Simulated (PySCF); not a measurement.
**Cr: ionisation energy**

Cr [Ar] 3d5 4s1 (7S) → Cr+ [Ar] 3d5 (6S), as a difference of total energies. Computed with PySCF 2.14 in dyall-av2z, with no relativity, point nucleus. Correlated levels: valence: [Ar] frozen; virtual orbitals above 40 to 60 times the deepest correlated orbital energy dropped. The calculations carry no spin-orbit coupling.

Order these methods by the ionisation energy they give, lowest first.
A. CCSD(T) (valence)
B. MP2 (valence)
C. CCSD (valence)
D. UHF

D (5.911 eV), B (6.372 eV), C (6.406 eV), A (6.444 eV).

These non-relativistic numbers lack the scalar-relativistic shift.

Errors of the correlated levels include the incompleteness of this basis and the frozen core.

For comparison: 6.767 eV (measured; NIST Atomic Spectra Database, ionization energies).
